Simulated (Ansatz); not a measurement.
Input file for Cl₂H₂OSn, SMILES `[OH][SnH]([Cl])[Cl]`:

```yaml
crystal:
  periodic: [false, false, false]
  atoms:
    - {symbol: O, position_ang: [0.093623, 1.311334, -0.880381]}
    - {symbol: Sn, position_ang: [0.037731, -0.096961, 0.449959]}
    - {symbol: Cl, position_ang: [1.666632, -1.651217, -0.067932]}
    - {symbol: Cl, position_ang: [-1.980782, -1.203099, 0.251455]}
    - {symbol: H, position_ang: [-0.030686, 0.998437, -1.780751]}
    - {symbol: H, position_ang: [0.255682, 0.577505, 1.981549]}
basis:
  gaussian: {orbitals: def2-TZVPP}
correlation: {method: ccsd_t}
output: {orbitals: {seedname: orbitals}}
```

```sh
$ ansatz run in.yaml --threads 2 --pin off --events-out ev --progress --plain --max-ram 32768MiB --backend cuda --devices 0, --max-vram 18GiB
```

Log, shortened:

```
Functional definition: HF
1321 factors; integrals over basis functions are off by at most 1.1e-3 eV
mean field evaluation 1: about -32882.7630 eV, gradient 4.1e1 eV
mean field evaluation 2: about -32882.9399 eV, gradient 4.2e1 eV
mean field evaluation 4: about -32886.3307 eV, gradient 2.7e0 eV
mean field evaluation 8: about -32886.3739 eV, gradient 2.5e-1 eV
mean field -32886.37431190 eV, -1208.5519647771 hartree, gradient 3.2e-6 eV, S^2 0.000000; 0 other end points of the search recorded, 0 dependent functions left out
15 core orbitals not correlated: weight in the atoms' cores, before any rotation towards them, 1.000 or more for the frozen orbitals, at most 0.000 for the correlated occupied ones
reference -32886.37431190 eV, -1208.5519647771 hartree; 18, 18 occupied and 160, 160 virtual orbitals, 1321 factors
second order -25.51017001 eV of doubles, -0.00000000 eV of singles
cycle   1  -25.58837835 eV  change   -7.8e-2 eV  update   1.1e-1
cycle   2  -26.14900521 eV  change   -5.6e-1 eV  update   3.2e-2
cycle   3  -26.27798441 eV  change   -1.3e-1 eV  update   1.8e-2
cycle   4  -26.26658931 eV  change    1.1e-2 eV  update   4.4e-3
cycle   5  -26.26173578 eV  change    4.9e-3 eV  update   1.9e-3
cycle   6  -26.26242692 eV  change   -6.9e-4 eV  update   6.1e-4
cycle   7  -26.26237007 eV  change    5.7e-5 eV  update   2.5e-4
cycle   8  -26.26230708 eV  change    6.3e-5 eV  update   7.6e-5
cycle   9  -26.26233503 eV  change   -2.8e-5 eV  update   3.0e-5
perturbative correction -0.98292592 eV, -0.0361218611 hartree
Total energy: -32913.61957284 eV, -1209.5532096494 hartree
```

Run time 5.5 s (2 threads of an AMD EPYC 7R13 on a shared host and a share of an NVIDIA H100 80 GB); peak host memory 0.77 GiB.

Correlation energy per correlated electron: -0.757 eV. T1 diagnostic: 0.0122.
